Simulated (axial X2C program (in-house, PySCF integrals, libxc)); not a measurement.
Correcting the dissociation energy of TeH for spin–orbit coupling

A spin-free CCSD(T) curve (one-electron X2C) was computed with an in-house all-electron X2C program for linear molecules (integrals from PySCF), basis Te dyall-cv3z [11s12p8d4f1g], H dyall-v3z [6s2p1d] (cores contracted in-house), for the state M_S = 1/2, Λ = 1 (beyond evenly filled blocks: π+α, π+β, π-α). It gives D0 = 2.802 eV to Te + H, which in a spin-free picture are the weighted means of the ground terms.

Correlated methods: 17 electrons correlated (number of frozen shells: Te 4 s, 3 p, 1 d; H none), 179 virtual spin orbitals or spinors in MP2, 110 natural virtuals in coupled cluster.

Measured levels of the ground terms (NIST Handbook of Basic Atomic Spectroscopic Data), in cm⁻¹: Te 3P: J = 2 at 0, J = 0 at 4706.5, J = 1 at 4750.7; H 2S: J = 1/2 at 0.

The two components of the molecular doublet are 3941 cm⁻¹ apart in the PBE0 2c search (Ω = 3/2 lower), so the lower one lies 1970 cm⁻¹ under their mean.

**Question.** How far does each ground level lie under the (2J+1)-weighted mean of its term?

**Answer.** Te: (5 × 0 + 1 × 4706.5 + 3 × 4750.7)/9 = 2107 cm⁻¹; H: a single level, 0.

**Question.** Correct D0.

**Answer.** D0 = 2.802 + (1970 − 2107)/8065.5 = 2.785 eV at CCSD(T) with these spin–orbit terms. The direct two-component run, taken to the lowest atomic determinants of a wider search where it found them, gives 2.725 eV; the difference holds second-order terms in the molecule, scalar two-electron terms, the gap between measured and computed atomic splittings (a 2c atom can miss part of its lowering) and, in coupled cluster, the truncation of each run.

Second-order spin–orbit effects in the molecule, which grow quickly with Z, are left out. One determinant describes the state; a PBE0 search over occupations chose it and may have missed a lower one. De is counted from the lowest determinant-based energies of the atoms at the same level, without counterpoise correction. Coupled cluster ran in a truncated set of natural virtual spinors; the MP2 energy of the rest was added. (T) has no such correction and the atoms are truncated less, which lowers De at CCSD(T) by a hundredth of an eV or more.
